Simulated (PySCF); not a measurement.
A structure optimised at PBE-D3(BJ)/def2-TZVP, used in a PySCF frequency run:

```xyz
4

Zr    -0.2018    -0.0354     0.0000
O      0.3461    -1.7048     0.0000
F      0.2946     0.8363     1.6661
F      0.2946     0.8363    -1.6661
```

Q: Write its SMILES, formula and point group.

A: [O]=[Zr]([F])[F], F₂OZr, Cs

Q: What are its rotational constants (standard atomic weights)?

A: 6.1568, 4.4185, 2.8289 GHz
